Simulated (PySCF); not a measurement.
Species: C6H7F3O.
Atom-mapped SMILES: `[F:1][C@@H:2]1[CH:3]=[C:4]([CH:5]([F:6])[F:7])[CH2:8][O:9][CH2:10]1`

Geometry (GFN2-xTB, Å), atoms numbered from 1 in this order:
```
atom  x, y, z in Å
F1    -1.7250    1.1718   -1.8340
C2    -1.3362    1.0611   -0.5092
C3     0.1614    1.0282   -0.4412
C4     0.8062   -0.0461   -0.0080
C5     2.3057   -0.1115    0.0856
F6     2.6879   -0.5889    1.2998
F7     2.8771    1.1061   -0.0396
C8     0.0722   -1.2865    0.4257
O9    -1.2171   -1.3537   -0.1232
C10   -1.9627   -0.1882    0.1208
H11   -1.7222    1.9653   -0.0190
H12    0.6834    1.9060   -0.7902
H13    2.7488   -0.7733   -0.6782
H14    0.0291   -1.3143    1.5288
H15    0.5967   -2.1817    0.0824
H16   -2.0644   -0.0184    1.2036
H17   -2.9478   -0.3639   -0.3141
```

NICS = −σ at a ghost point: NICS(0) at the centroid of the ring atoms, NICS(1) 1 Å to either side along the normal of their mean plane, zz for the tensor component along that normal. Level: GIAO PBE0/pcSseg-1 (PySCF, non-relativistic, gas phase) on the GFN2-xTB geometry, one conformer.

Ring bond lengths (Å), with Mayer bond orders in brackets: C2–C3 1.500 (1.02), C3–C4 1.326 (1.83), C4–C8 1.505 (0.97), C8–O9 1.403 (0.94), O9–C10 1.405 (0.94), C10–C2 1.533 (1.00).

Question: What do the NICS probes read (ppm)?

Answer: 
```json
{"ring": "C2–C3–C4–C8–O9–C10", "type": "6-membered ring with O; formal bonds 1 double, 5 single", "NICS(0)": "-0.9", "NICS(1), two faces": "-1.7 / -2.2", "NICS(1)zz, two faces": "1.7 / 0.6", "rms pucker (Å)": "0.18", "centre to ring atoms, mean (Å)": "1.41"}
```

Question: What can be read from them?

Answer: 
- C2–C3–C4–C8–O9–C10: mean NICS(1)zz 1.2 ppm, near zero. C2, C8, C10 have four or more neighbours, so the value isn't read as a sign of a π ring current.

Question: At the second NICS(1) probe listed for ring C2–C3–C4–C8–O9–C10, 1 Å off the ring, what do the in-plane components average?

Answer: The isotropic value is a third of the trace: (3 × -2.2 − (0.6))/2 = -3.6 ppm.

Question: How shielded are the nuclei of the rings and their hydrogens (means over atoms taken as equivalent)?

Answer: 
```csv
atoms,environment,σ isotropic (ppm),"principal values of the symmetric part, first atom (ppm)"
C2,sp3 C–F carbon,103.5,"73.3, 82.7, 154.4"
C3,alkene CH carbon,57.8,"-51.1, 55.0, 169.4"
C4,fully substituted alkene carbon,38.4,"-69.8, 39.1, 146.0"
C8,sp3 carbon bound to oxygen,120.4,"93.9, 109.3, 158.0"
O9,cyclic ether oxygen,318.9,"270.2, 323.2, 363.1"
C10,sp3 carbon bound to oxygen,113.6,"95.3, 102.5, 143.1"
H11,methine hydrogen,26.90,"23.2, 26.4, 31.0"
H12,vinylic hydrogen,25.03,"22.4, 24.0, 28.7"
H14,methylene hydrogen,27.53,"22.4, 27.9, 32.2"
H15,methylene hydrogen,27.39,"22.7, 27.4, 32.1"
H16,methylene hydrogen,28.07,"23.6, 27.4, 33.1"
H17,methylene hydrogen,27.10,"22.9, 26.1, 32.3"
```

Hardware: an Arm Neoverse N1 with one thread, on a shared host. Cost: 61 s of wall time, 0.91 GiB resident at most. This is the whole shielding run at PBE0/pcSseg-1, SCF included.
